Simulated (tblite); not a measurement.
Compound: C₂H₃BrOSi.
Bonds: O1–C2 (double), C2–C3 (double), C3–Si4, C3–Br5. Hydrogens: H6, H7, H8 on Si4.

Computed with GFN2-xTB (tblite), gas phase: L-BFGS steps from a force-field or distance-geometry start until the largest atomic force falls under 0.01 eV/Å.

Step 14: E = -425.8042 eV
```
atom  x, y, z in Å  |  force x, y, z in eV/Å
O1      2.3103   -1.4580    0.0593    0.014   0.000  -0.020
C2      1.5974   -0.5412    0.0099    0.033   0.009  -0.010
C3      0.6966    0.3790   -0.0822    0.058   0.028   0.067
Si4    -1.1420   -0.0799    0.0094    0.012   0.053  -0.046
Br5     1.2133    2.2288   -0.0633   -0.064  -0.077   0.005
H6     -1.8481    1.0146   -0.6377   -0.030   0.088  -0.058
H7     -1.2678   -1.3310   -0.7264   -0.032  -0.086   0.014
H8     -1.5507   -0.2029    1.4064    0.011  -0.015   0.049
```

Step 15: E = -425.8057 eV
```
atom  x, y, z in Å  |  force x, y, z in eV/Å
O1      2.3125   -1.4603    0.0581   -0.032   0.091  -0.036
C2      1.6023   -0.5400    0.0064    0.059  -0.108   0.018
C3      0.6968    0.3757   -0.0781    0.062   0.054   0.050
Si4    -1.1436   -0.0786    0.0074    0.049   0.028  -0.035
Br5     1.2025    2.2279   -0.0622   -0.053  -0.064   0.005
H6     -1.8399    1.0208   -0.6395   -0.047   0.095  -0.071
H7     -1.2711   -1.3334   -0.7204   -0.036  -0.088  -0.006
H8     -1.5505   -0.2025    1.4036   -0.003  -0.008   0.074
```

Problem. Estimate the geometry and energy of step 16. (The exact step hangs on the optimiser's Hessian estimate; all steps are aligned on step 15, rigid shifts and turns removed.)

Solution. E = -425.8073 eV, largest force 0.188 eV/Å
```
atom  x, y, z in Å  |  force x, y, z in eV/Å
O1      2.3157   -1.4623    0.0559   -0.046   0.133  -0.050
C2      1.6078   -0.5397    0.0026    0.062  -0.172   0.045
C3      0.6984    0.3724   -0.0725    0.042   0.049   0.030
Si4    -1.1442   -0.0766    0.0046    0.057  -0.006  -0.016
Br5     1.1882    2.2257   -0.0606   -0.027  -0.020   0.006
H6     -1.8303    1.0298   -0.6428   -0.046   0.071  -0.067
H7     -1.2758   -1.3379   -0.7132   -0.034  -0.060  -0.013
H8     -1.5506   -0.2020    1.4014   -0.006   0.006   0.065
```

The energy changes by -0.0016 eV. The first-order estimate −F·Δx gives -0.0022 eV and the mean of the old and new forces, exact on a quadratic surface, -0.0016 eV. The step makes an angle of 71° with the force vector and moves no atom by more than 0.015 Å.

What follows is the cost of the whole relaxation. Time: 0.55 s. Hardware: an Arm Neoverse N1 with one thread, on a shared host.
